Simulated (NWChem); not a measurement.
Molecule: YCl3; SMILES [Cl][Y]([Cl])[Cl]

```xyz
4

Y      0.0669     0.1958     0.1253
Cl     2.3893    -0.2031    -0.4978
Cl    -0.8354    -0.7891     2.1641
Cl    -1.3528     1.5831    -1.2891
```
Atoms are numbered in this order, from 1.

Coordinates come from a PBE0/def2-SVP optimisation. def2 effective core potentials on Y; no spin-orbit coupling.

**Question.** List the 6 lowest vertical singlet excitations from PBE/def2-SVP with def2 effective core potentials on Y, full TDDFT (NWChem).

**Answer.** 
```
state  energy (eV)  oscillator strength  leading excitation (squared amplitude)
-----  -----------  -------------------  --------------------------------------
S1            3.98                0.000                      HOMO → LUMO (1.00)
S2            4.23                0.003                    HOMO−1 → LUMO (1.00)
S3            4.23                0.003                    HOMO−2 → LUMO (1.00)
S4            4.32                0.046                    HOMO−3 → LUMO (1.00)
S5            4.47                0.000                    HOMO−4 → LUMO (1.00)
S6            4.47                0.000                    HOMO−5 → LUMO (1.00)
```
